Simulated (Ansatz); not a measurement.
CH$_{3}$F$_{3}$SSi (`FC(F)(F)S[SiH3]`). Charge 0, multiplicity 1. The structure was optimised at the PBE0-D4/def2-TZVP level.

```xyz
9

F    -1.886   -0.397    0.272
C    -1.026    0.224    1.082
F    -0.399   -0.724    1.783
F    -1.729    0.964    1.934
S     0.118    1.306    0.191
Si    1.061   -0.137   -1.097
H     1.750   -1.182   -0.305
H     2.035    0.696   -1.840
H     0.077   -0.750   -2.019
```

(1) What is the dipole moment at ωB97M-V/def2-TZVPP? (Estimate.)

(2) And with PBE, r2SCAN, B3LYP? (Best estimate.)

(3) Give the Mulliken charges with ωB97M-V, B3LYP, PBE in def2-TZVPP. (Estimate.)

Answers

(1) Ansatz gave: 1.86 D, with components (1.26, -0.30, -1.34) D in this frame, pointing from negative to positive charge.

(2) Ansatz gave: PBE 1.63 D, r2SCAN 1.72 D, B3LYP 1.85 D.

(3) Computed: 
```
atom  ωB97M-V  B3LYP    PBE
  F1    -0.15  -0.16  -0.12
  C2     0.42   0.48   0.37
  F3    -0.15  -0.16  -0.12
  F4    -0.15  -0.16  -0.11
  S5    -0.13  -0.18  -0.17
 Si6     0.15   0.28   0.22
  H7     0.01  -0.03  -0.02
  H8     0.00  -0.04  -0.03
  H9     0.00  -0.03  -0.02
```

B3LYP here is the variant with VWN-RPA as its local correlation; programs differ in this.
